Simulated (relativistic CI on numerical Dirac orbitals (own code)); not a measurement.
**One change at a time: Os¹⁸⁺**

Base calculation: Dirac-Coulomb-Breit CI, KLI orbitals optimised for each configuration, model QED, unscaled Slater integrals.

Configuration list (outside the closed core [Ar] 3d10 4s2): 4p6 4d10 4f12, 4p6 4d10 4f11 5s, 4p6 4d10 4f10 5s 5p, 4p6 4d10 4f11 5p, 4p6 4d9 4f13, 4p6 4d10 4f11 5d, 4p6 4d10 4f11 6s, 4p6 4d10 4f11 5f, 4p6 4d10 4f11 6p, 4p6 4d9 4f12 5s, 4p5 4d10 4f13, 4p6 4d10 4f11 6d, 4p6 4d10 4f11 5g, 4p6 4d9 4f12 5p, 4p6 4d10 4f11 7s, 4p6 4d10 4f11 6g, 4p6 4d10 4f11 7d, 4p5 4d10 4f12 5s. Double excitations out of closed p, d and f shells are left out; levels of such configurations are missing from the list, as are those of other unlisted configurations, and high levels can miss mixing partners.

Variants: (1) valence Slater integrals scaled by 0.9; (2) configuration mixing switched off. Shifts of the energy above 4p6 4d10 4f12 3H_6, in cm⁻¹, for the lowest level and the first level of each name with at least 55 % of one term (blank where a level changes its place among those of its configuration and J or its character, or is not in the variant):

```csv
Level,Base,Δ(1),Δ(2)
4p6 4d10 4f12 3H_6,0.0,0.0,0.0
4p6 4d10 4f12 3F_4,9940.8,-1048.4,+449.1
4p6 4d10 4f12 3H_5,21257.7,+43.0,+3.7
4p6 4d10 4f12 3F_2,32325.0,-2322.6,+460.8
4p6 4d10 4f12 3F_3,33571.4,-1131.5,+306.0
4p6 4d10 4f11 5s 5I°_8,59290.9,+4723.5,+3283.5
4p6 4d10 4f11 5s 5I°_7,70087.9,+4137.1,+3385.5
4p6 4d10 4f12 1I_6,71061.5,-5139.3,+78.8
4p6 4d10 4f12 3P_0,74725.2,-6367.0,+375.2
4p6 4d10 4f12 3P_1,78891.1,-5660.6,+380.1
4p6 4d10 4f11 5s 5I°_6,83097.6,+4289.0,+3515.6
4p6 4d10 4f11 5s 3I°_7,88128.0,+3293.1,+3036.7
4p6 4d10 4f11 5s 5S°_2,99860.6,+1316.3,+5653.0
4p6 4d10 4f11 5s 5F°_3,110675.7,+1574.4,+4323.6
```

At this charge transitions that keep the count of f electrons are usually good to a few per cent. Terms inside the open d or f shell come out 10 to 20 % too wide with unscaled integrals. Levels that differ in their count of f electrons can be misplaced by several ten thousand cm⁻¹, since the correlation energy of f electrons is missing or only estimated; rates across such gaps can be off by orders of magnitude.

Ionisation energy from one configuration of each of the two ions, the ground ones as tabulated or assumed: base 464.387 eV; valence Slater integrals scaled by 0.9 464.806 eV. The NIST ASD value (theoretical) is 470 ± 24 eV.

LS names give the leading component of a level, which can be under half, so a name can repeat, a term be missing and a line seem to break the LS rules.
